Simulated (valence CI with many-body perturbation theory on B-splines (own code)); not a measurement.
# Kr XXXI: electric-dipole lines

Computed by relativistic CI+MBPT: four valence electrons over a frozen Dirac-Fock core [He], radial functions for each j: 11 s, 11 p, 9 d, 7 f, 5 g, 2 h, 1 i, with the one-electron correlation potential Σ1, the two-electron term Σ2, the three-electron term Σ3, Breit, model QED; selected CI, second order for the rest (own B-spline code, finite nucleus).

No measured spectrum was set against this ion. As an estimate, large intervals hold to a few tenths of a per cent, small ones and those within an open d or f shell to about a per cent. Among the levels kept, up to 250 cm⁻¹ of a level comes from second order outside the variational space, and about a tenth of that is noise between levels of different J, which matters for small intervals.

Lines 1 to 50 of 243 in falling wavelength, among levels below 2280.5 eV, chosen from the strongest by gf and those to the six lowest levels. Wavelengths and rates use the calculated energies. Electric multipoles are in the length gauge, E1 and E2 with the static RPA response of the core. Weak lines are less certain than strong ones. Lines between different terms over intervals too small for the method are left out, as are lines whose strength nearly cancels. The highest levels of a list are the least certain.

Levels are named by their leading jj configuration (3d3/2^4 stands for four electrons in 3d with j = 3/2), which in mixed levels can hold well under half, so a name can repeat and another be missing. Letters in brackets count levels of one name in rising energy.

```csv
λ vac (nm),Upper,Lower,A (s⁻¹),S (a.u.)
34.65,(2s 2p3/2^2 3p1/2) J=3,(2s 2p3/2^2 3s) J=2 [a],1.34e+09,1.93e-01
33.17,(2s 2p1/2 2p3/2 3d5/2) J=5,(2s 2p1/2 2p3/2 3p3/2) J=4,2.20e+09,4.35e-01
32.69,(2s 2p1/2 2p3/2 3p1/2) J=3,(2s 2p1/2 2p3/2 3s) J=3,1.31e+09,1.58e-01
31.90,(2s 2p1/2 2p3/2 3d5/2) J=4 [a],(2s 2p1/2 2p3/2 3p3/2) J=3 [a],2.05e+09,2.95e-01
31.20,(2s 2p1/2^2 3d5/2) J=3,(2s 2p1/2^2 3p3/2) J=2,2.61e+09,2.74e-01
30.90,(2s 2p1/2 2p3/2 3p1/2) J=2 [a],(2s 2p1/2 2p3/2 3s) J=2 [a],1.78e+09,1.29e-01
30.21,(2s^2 2p3/2 3d5/2) J=4,(2s^2 2p3/2 3p3/2) J=3,2.62e+09,3.21e-01
29.40,(2s 2p3/2^2 3p3/2) J=3,(2s 2p3/2^2 3s) J=2 [a],1.29e+09,1.13e-01
29.25,(2s^2 2p3/2 3p1/2) J=2,(2s^2 2p3/2 3s) J=2,2.35e+09,1.45e-01
29.24,(2s^2 2p1/2 3d5/2) J=3,(2s^2 2p1/2 3p3/2) J=2,2.94e+09,2.54e-01
29.01,(2s 2p1/2 2p3/2 3d5/2) J=3 [a],(2s 2p1/2 2p3/2 3p3/2) J=2 [a],1.95e+09,1.64e-01
28.28,(2s 2p3/2^2 3p1/2) J=2,(2s 2p3/2^2 3s) J=3,2.85e+09,1.59e-01
28.24,(2s^2 2p1/2 3d5/2) J=2,(2s^2 2p1/2 3p3/2) J=1,2.86e+09,1.59e-01
27.80,(2s 2p1/2 2p3/2 3d5/2) J=4 [b],(2s 2p1/2 2p3/2 3p3/2) J=3 [b],3.21e+09,3.06e-01
27.59,(2s 2p1/2 2p3/2 3d5/2) J=2 [a],(2s 2p1/2 2p3/2 3p3/2) J=1 [a],2.44e+09,1.26e-01
27.31,(2s 2p1/2 2p3/2 3p3/2) J=2 [b],(2s 2p1/2 2p3/2 3s) J=2 [b],3.18e+09,1.60e-01
27.26,(2s^2 2p3/2 3d5/2) J=3,(2s^2 2p3/2 3p3/2) J=2,2.76e+09,1.93e-01
27.00,(2s 2p3/2^2 3p1/2) J=3,(2s 2p3/2^2 3s) J=3,1.87e+09,1.27e-01
26.94,(2s 2p1/2 2p3/2 3d3/2) J=2 [b],(2s 2p1/2 2p3/2 3p1/2) J=2 [b],2.13e+09,1.03e-01
26.15,(2s 2p1/2^2 3d5/2) J=2,(2s 2p1/2^2 3p3/2) J=1,3.97e+09,1.75e-01
25.84,(2s 2p1/2 2p3/2 3d5/2) J=3 [b],(2s 2p1/2 2p3/2 3p3/2) J=2 [b],2.76e+09,1.64e-01
25.66,(2s 2p1/2 2p3/2 3p3/2) J=2 [a],(2s 2p1/2 2p3/2 3s) J=1 [a],3.24e+09,1.35e-01
25.46,(2s 2p1/2 2p3/2 3p3/2) J=1 [b],(2s 2p1/2 2p3/2 3s) J=2 [b],4.39e+09,1.07e-01
25.36,(2s 2p1/2 2p3/2 3p1/2) J=2 [b],(2s 2p1/2 2p3/2 3s) J=3,4.60e+09,1.85e-01
25.27,(2s 2p1/2 2p3/2 3d3/2) J=4,(2s 2p1/2 2p3/2 3p1/2) J=3,2.78e+09,2.00e-01
24.81,(2s 2p1/2 2p3/2 3d3/2) J=3 [a],(2s 2p1/2 2p3/2 3p1/2) J=2 [a],3.19e+09,1.68e-01
24.80,(2s 2p1/2 2p3/2 3p3/2) J=3 [c],(2s 2p1/2 2p3/2 3s) J=2 [c],5.79e+09,3.05e-01
24.75,(2s 2p1/2 2p3/2 3p3/2) J=3 [b],(2s 2p1/2 2p3/2 3s) J=2 [b],3.99e+09,2.09e-01
24.49,(2s 2p1/2 2p3/2 3p3/2) J=3 [a],(2s 2p1/2 2p3/2 3s) J=2 [a],4.73e+09,2.40e-01
24.42,(2s^2 2p3/2 3p3/2) J=3,(2s^2 2p3/2 3s) J=2,5.69e+09,2.86e-01
23.98,(2s 2p1/2 2p3/2 3p3/2) J=4,(2s 2p1/2 2p3/2 3s) J=3,7.33e+09,4.49e-01
23.87,(2s 2p1/2^2 3d3/2) J=2,(2s 2p1/2^2 3p1/2) J=1,4.28e+09,1.44e-01
23.82,(2s^2 2p3/2 3d3/2) J=3,(2s^2 2p3/2 3p1/2) J=2,3.40e+09,1.59e-01
23.70,(2s 2p3/2^2 3p3/2) J=3,(2s 2p3/2^2 3s) J=3,4.10e+09,1.88e-01
23.54,(2s 2p1/2 2p3/2 3p3/2) J=2 [d],(2s 2p1/2 2p3/2 3s) J=1 [c],5.60e+09,1.80e-01
23.53,(2s 2p3/2^2 3p3/2) J=4,(2s 2p3/2^2 3s) J=3,7.56e+09,4.38e-01
22.91,(2s^2 2p1/2 3d3/2) J=2,(2s^2 2p1/2 3p1/2) J=1,5.00e+09,1.49e-01
22.55,(2s 2p1/2^2 3p3/2) J=2,(2s 2p1/2^2 3s) J=1,8.44e+09,2.39e-01
22.55,(2s 2p1/2 2p3/2 3p3/2) J=2 [c],(2s 2p1/2 2p3/2 3s) J=1 [b],3.90e+09,1.10e-01
22.39,(2s^2 2p1/2 3p3/2) J=1,(2s^2 2p1/2 3s) J=0,5.09e+09,8.47e-02
22.33,(2s^2 2p1/2 3p3/2) J=2,(2s^2 2p1/2 3s) J=1,8.07e+09,2.22e-01
21.19,(2s^2 2p3/2 3p3/2) J=2,(2s^2 2p3/2 3s) J=1,5.79e+09,1.36e-01
20.39,(2s 2p1/2 2p3/2 3p3/2) J=1 [c],(2s 2p1/2 2p3/2 3s) J=1 [b],8.31e+09,1.04e-01
19.42,(2s 2p1/2 2p3/2 3p3/2) J=3 [b],(2s 2p1/2 2p3/2 3s) J=3,4.61e+09,1.17e-01
14.36,(2s 2p1/2^2 2p3/2) J=2,(2s^2 2p1/2 2p3/2) J=2,5.93e+08,4.33e-03
12.85,(2s 2p1/2^2 2p3/2) J=2,(2s^2 2p1/2 2p3/2) J=1,1.20e+09,6.26e-03
11.77,(2s 2p1/2 2p3/2^2) J=3,(2s^2 2p3/2^2) J=2,3.62e+09,2.04e-02
9.762,(2s 2p1/2 2p3/2^2) J=1 [b],(2s^2 2p3/2^2) J=0,2.96e+09,4.07e-03
9.504,(2s 2p1/2^2 2p3/2) J=1,(2s^2 2p1/2 2p3/2) J=2,3.11e+09,3.96e-03
8.854,(2s 2p1/2 2p3/2^2) J=2 [b],(2s^2 2p3/2^2) J=2,1.30e+09,2.23e-03
```
